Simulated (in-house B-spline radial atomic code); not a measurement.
The numbers below are computed, except where a source is named.
## Correlation energy from the adiabatic connection: ω²r²/2 − Z/r, ω = 1.87, Z = 2

Two electrons in a singlet, external potential ω²r²/2 − Z/r, ω = 1.87, Z = 2 (atomic units). Full CI in B-splines (partial waves to l = 8, correlation up to 0.6 % small) with the density held fixed gives W(λ) = <V_ee>_λ − U, and E_c is the integral of W(λ) − W(0) from 0 to 1.

| λ | W(λ) − W(0) (hartree) |
| --- | --- |
| 0 | 0.00000 |
| 0.02 | -0.00183 |
| 0.05 | -0.00455 |
| 0.12 | -0.01081 |
| 0.25 | -0.02209 |
| 0.4 | -0.03458 |
| 0.6 | -0.05041 |
| 0.8 | -0.06537 |
| 1 | -0.07953 |

Problem. Integrate the table by the trapezoid rule.

Solution. The strips give -0.00002, -0.00010, -0.00054, -0.00214, -0.00425, -0.00850, -0.01158, -0.01449, which sum to -0.04161 hartree. The direct value, W(1) − W(0) + T_c with T_c = 0.03787, is -0.04166; the curve is convex, so chords lie above it and the trapezoids fall short in size by 0.13 %.

Problem. Now use only three numbers: W(0) = -1.5128, the initial slope W'(0) = -0.0917 (extrapolated from the first points) and the strong-coupling limit of the point-charge-plus-continuum model, W∞ = -2.1117. What do second-order theory and the interpolation W(λ) = W∞ + (W(0) − W∞)/√(1 + 2χλ) of Seidl, Perdew and Levy give?

Solution. Second order keeps the slope alone: E_c = W'(0)/2 = -0.04585, +10 % in size against -0.04166. Matching the slope fixes χ = W'(0)/(W∞ − W(0)) = -0.0917/(-0.59890) = 0.15311. Integrating, with s = √(1 + 2χ) = 1.142903, E_c = −(W(0) − W∞)(s − 1)/(s + 1) = −0.59890 × 0.142903/2.142903 = -0.03994 hartree, -4.1 % in size against the full result. At λ = 1 the formula gives W − W(0) = -0.07488 against -0.07953. Part of the miss can come from the model's W∞.
